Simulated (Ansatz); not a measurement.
`[CH3][Sc]([NH2])[OH]` and `C[O][Sc]([NH2])[OH]` differ in one atom or group.

Ansatz, PBE0-D4/def2-TZVP geometries, multiplicity 1. Each molecule was computed in one conformer, which needn't be the lowest.

Scalar relativity is left out up to krypton.

```
                                        property  `[CH3][Sc]([NH2])[OH]`
             HOMO energy (B3LYP/def2-TZVPP) / eV                   -6.41
         HOMO–LUMO gap (ωB97M-V/def2-TZVPP) / eV                    9.05
size of the dipole moment (B3LYP/def2-TZVPP) / D                    1.40
             LUMO energy (B3LYP/def2-TZVPP) / eV                   -1.77
               LUMO energy (PBE/def2-TZVPP) / eV                   -2.31
              HOMO energy (PBE0/def2-TZVPP) / eV                   -6.65
```

Question: What does the change do to each property? (An estimate is asked.)

Answer: The calculation gave: 
| property | `C[O][Sc]([NH2])[OH]` | shift |
| --- | --- | --- |
| HOMO energy (B3LYP/def2-TZVPP) / eV | -6.53 | -0.12 |
| HOMO–LUMO gap (ωB97M-V/def2-TZVPP) / eV | 9.30 | 0.25 |
| size of the dipole moment (B3LYP/def2-TZVPP) / D | 0.58 | -0.82 |
| LUMO energy (B3LYP/def2-TZVPP) / eV | -1.59 | 0.18 |
| LUMO energy (PBE/def2-TZVPP) / eV | -2.10 | 0.21 |
| HOMO energy (PBE0/def2-TZVPP) / eV | -6.75 | -0.10 |

With PBE0 the HOMO falls by 0.10 eV and the LUMO rises by 0.15 eV, so the gap widens by about 0.25 eV. PBE moves the HOMO by -0.10 eV and ωB97M-V by -0.16 eV. Dipoles are sizes alone; their direction can turn.

Positive LUMOs are unbound, so they and the gaps depend on the basis.

B3LYP here is the variant with VWN-RPA as its local correlation; programs differ in this.
